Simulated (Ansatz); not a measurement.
`C[SiH2][Te]` radical. Total charge 0; spin multiplicity 2. Te: def2 effective core potential.

| atom | x (Å) | y (Å) | z (Å) |
| --- | --- | --- | --- |
| C1 | -0.011 | 0.863 | -0.603 |
| Si2 | 0.052 | -0.770 | 0.299 |
| Te3 | -0.335 | -0.574 | 2.752 |
| H4 | 0.156 | 0.713 | -1.673 |
| H5 | 0.757 | 1.541 | -0.225 |
| H6 | -0.984 | 1.341 | -0.465 |
| H7 | 1.375 | -1.423 | 0.109 |
| H8 | -1.010 | -1.690 | -0.193 |

What are the harmonic wavenumbers in cm⁻¹ at PBE0-D4/def2-TZVP (Ansatz, finite differences of forces, unscaled)? (Estimate.)

The calculation gave: 134, 155, 210, 328, 514, 675, 727, 872, 876, 918, 1274, 1440, 1447, 2206, 2213, 3050, 3136, 3148.

Is this a minimum?

Yes, all 18 modes are real.

Give the ideal-gas thermochemistry at 298.15 K and 1 bar (rigid rotor, harmonic oscillator; point group Cs, symmetry number 1).

Zero-point energy 139.5 kJ/mol; H(298) − E = 157.0 kJ/mol; entropy 333.4 J/(mol·K), of which translation 173.1, rotation 110.3, vibration 44.2, electronic 5.8; G(298) − E = 57.6 kJ/mol.

And at 400, 500, 600, 800 and 1000 K?


```
T (K)  H − E (kJ/mol)  S (J/mol/K)  G − E (kJ/mol)
  400           166.2        359.9            22.2
  500           176.5        382.9           -14.9
  600           187.8        403.4           -54.3
  800           212.8        439.3          -138.6
 1000           240.3        470.0          -229.7
```

Rotational constants (cm⁻¹)?

0.5172, 0.05908, 0.05457.
